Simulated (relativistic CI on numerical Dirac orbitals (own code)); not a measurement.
## Forbidden lines of Hf36+

These numbers are calculated, not measured: Dirac-Coulomb-Breit CI, separate exchange-only KLI orbitals for each configuration, model QED (radiative potential, 1s self-energy scaled to tabulated hydrogen-like ionisation energies), unscaled Slater integrals (own radial code, finite nucleus).

Configurations in the expansion (outside the closed core [Ar] 3d10): 4s2 4p6, 4s2 4p5 4d, 4s 4p6 4d, 4s2 4p5 4f, 4s 4p6 4f, 4p6 4d 4f, 4s2 4p5 5s, 4s2 4p5 5p, 4s 4p6 5s, 4s2 4p5 5d, 4s 4p6 5p, 4s2 4p5 5f, 4s2 4p5 5g, 4s 4p6 5d, 4p6 4f 5s, 4s2 4p5 6s, 4s 4p6 5f, 4s2 4p5 6p, 4s 4p6 5g, 4s2 4p5 6d, 4s2 4p5 6f, 4p6 4d2, 4p5 4d3, 4p5 4d2 4f, 4p5 4d2 5s, 4p5 4d2 5p, 4p6 4f2, 4p5 4d 4f2, 4p5 4f3, 4p5 4f2 5s, 4p5 4f2 5p, 4p6 4d 5s, 4p5 4d 4f 5s, 4p5 4d 5s2, 4p5 4d 5s 5p. Double excitations out of closed p, d and f shells are left out; levels of such configurations are missing from the list, as are those of other unlisted configurations, and high levels can miss mixing partners. These lack a partner that the ground configuration has and come out too high: 4s2 4p5 5d, 4s2 4p5 5f, 4s2 4p5 5g, 4s2 4p5 6s, 4s2 4p5 6p.

```csv
λ vac (Å),Lower,Upper,Type,A (s⁻¹),log gf
17.655,4s2 4p5 4d 3F°_4 [6],4p5 4d3 3H°_6 [132],E2,1.25e+06,-6.12
18.462,4s2 4p5 4d 3F°_4 [6],4p5 4d3 3H°_6 [80],E2,6.79e+05,-6.35
26.008,4s2 4p5 4d 3P°_0 [2],4s2 4p5 5s 3P°_2 [34],E2,8.51e+07,-4.37
26.243,4s2 4p5 4d 3P°_1 [3],4s2 4p5 5s 3P°_2 [34],E2,2.42e+08,-3.90
26.277,4s2 4p5 4d 3F°_2 [10],4s2 4p5 5s 3P°_0 [46],E2,7.94e+08,-4.09
26.412,4s2 4p5 4d 3F°_3 [4],4s2 4p5 5s 3P°_2 [34],E2,2.43e+08,-3.90
26.491,4s2 4p5 4d 3D°_2 [5],4s2 4p5 5s 3P°_2 [34],E2,2.98e+08,-3.80
27.163,4s2 4p5 4d 3F°_4 [6],4s2 4p5 5s 3P°_2 [34],E2,6.67e+08,-3.43
27.284,4s2 4p5 4d 3P°_2 [11],4s2 4p5 5s 3P°_0 [46],E2,1.05e+09,-3.93
27.315,4s2 4p5 4d 1D°_2 [7],4s2 4p5 5s 3P°_2 [34],E2,7.54e+07,-4.37
27.645,4s2 4p5 4d 3D°_3 [8],4s2 4p5 5s 3P°_2 [34],E2,2.53e+08,-3.84
33.435,4s 4p6 4d 3D_1 [14],4p6 4d2 3P_1 [43],E2,1.23e+08,-4.21
33.566,4s 4p6 4d 1D_2 [20],4p6 4d2 1S_0 [52],E2,7.13e+07,-4.92
33.765,4s 4p6 4d 3D_3 [16],4p6 4d2 3F_4 [50],E2,1.09e+08,-3.78
33.936,4s 4p6 4d 3D_1 [14],4p6 4d2 3F_3 [40],E2,5.08e+07,-4.21
33.957,4s 4p6 4d 3D_2 [15],4p6 4d2 1G_4 [42],E2,5.80e+07,-4.04
34.085,4s2 4p5 4f 1D_2 [23],4p6 4d2 1S_0 [52],E2,8.59e+07,-4.83
34.433,4s 4p6 4d 3D_2 [15],4p6 4d2 3F_3 [40],E2,1.13e+08,-3.85
34.684,4s 4p6 4d 1D_2 [25],4p6 4d2 1S_0 [52],E2,2.18e+08,-4.41
35.036,4s 4p6 4d 3D_3 [16],4p6 4d2 3P_1 [43],E2,8.12e+07,-4.35
35.078,4s 4p6 4d 3D_3 [16],4p6 4d2 1G_4 [42],E2,5.72e+07,-4.02
35.105,4s 4p6 4d 3D_2 [15],4p6 4d2 3P_0 [39],E2,2.12e+08,-4.41
35.374,4s2 4p5 4f 1D_2 [23],4p6 4d2 3F_4 [50],E2,3.31e+07,-4.25
35.562,4s 4p6 4f 3F°_4 [32],4p6 4d 4f 3H°_6 [156],E2,1.57e+08,-3.41
35.587,4s 4p6 4d 3D_3 [16],4p6 4d2 3F_3 [40],E2,4.84e+07,-4.19
35.752,4s 4p6 4d 3D_3 [24],4p6 4d2 3F_4 [50],E2,7.19e+07,-3.91
35.961,4s 4p6 4d 3D_2 [15],4p6 4d2 3F_2 [38],E2,1.12e+08,-3.96
36.020,4s 4p6 4d 1D_2 [25],4p6 4d2 3F_4 [50],E2,8.28e+07,-3.84
36.213,4s 4p6 4d 1D_2 [20],4p6 4d2 1G_4 [42],E2,9.17e+07,-3.79
36.362,4s2 4p5 4f 3D_1 [21],4p6 4d2 3P_1 [43],E2,4.81e+07,-4.54
37.180,4s 4p6 4d 3D_3 [24],4p6 4d2 3P_1 [43],E2,5.33e+07,-4.48
37.227,4s 4p6 4d 3D_3 [24],4p6 4d2 1G_4 [42],E2,3.75e+07,-4.15
37.521,4s 4p6 4d 1D_2 [20],4p6 4d2 3P_0 [39],E2,8.24e+07,-4.76
37.800,4s 4p6 4d 3D_3 [24],4p6 4d2 3F_3 [40],E2,3.15e+07,-4.33
37.869,4s 4p6 4f 3F°_4 [32],4p5 4d3 3H°_6 [132],E2,1.30e+06,-5.44
38.100,4s 4p6 4d 1D_2 [25],4p6 4d2 3F_3 [40],E2,2.74e+07,-4.38
147.65,4s2 4p5 4d 3F°_4 [6],4s2 4p5 4d 3F°_3 [12],M1,3.17e+06,-4.14
150.09,4p5 4d3 3I°_7 [105],4p5 4d3 3I°_6 [200],M1,2.76e+06,-3.92
152.23,4s2 4p5 4d 1D°_2 [7],4s2 4p5 4d 3F°_3 [12],M1,3.89e+05,-5.02
156.75,4s2 4p5 4d 1D°_2 [7],4s2 4p5 4d 3P°_2 [11],M1,1.78e+06,-4.48
160.63,4s2 4p5 4d 3F°_3 [4],4s2 4p5 4d 3F°_2 [10],M1,3.03e+06,-4.23
163.09,4s2 4p5 4d 3D°_3 [8],4s2 4p5 4d 3F°_3 [12],M1,1.20e+06,-4.47
163.59,4s2 4p5 4d 3D°_2 [5],4s2 4p5 4d 3F°_2 [10],M1,1.05e+06,-4.68
168.28,4s2 4p5 4d 3D°_3 [8],4s2 4p5 4d 3P°_2 [11],M1,1.29e+06,-4.56
211.24,4s2 4p5 4d 3D°_1 [9],4s2 4p5 4d 3P°_2 [11],M1,1.01e+06,-4.47
```

Terms are leading LS components. Brackets give the number of a level in order of energy, since labels repeat. The list gives strong lines, with weight on those to low levels, among the lowest 400 of 2891 levels, so that lines to higher ones, which can be the strongest, are missing. Levels whose partners in the same complex of configurations lie outside the list can be far off, and so can their lines. Rates are taken at the computed energies, electric ones in the length gauge.

At this charge energies of transitions that change n are usually good to better than 1 %, and those within a shell (Δn = 0) to a few per cent.

Q: From the table, what is the radiative lifetime of 4s2 4p5 5s 3P°_2?

A: The listed rates from this level add up to about 1.86e+09 s⁻¹, 98 % of its decay; with all channels τ = 5.27e-10 s.

LS names give the leading component of a level, which can be under half, so a name can repeat, a term be missing and a line seem to break the LS rules.
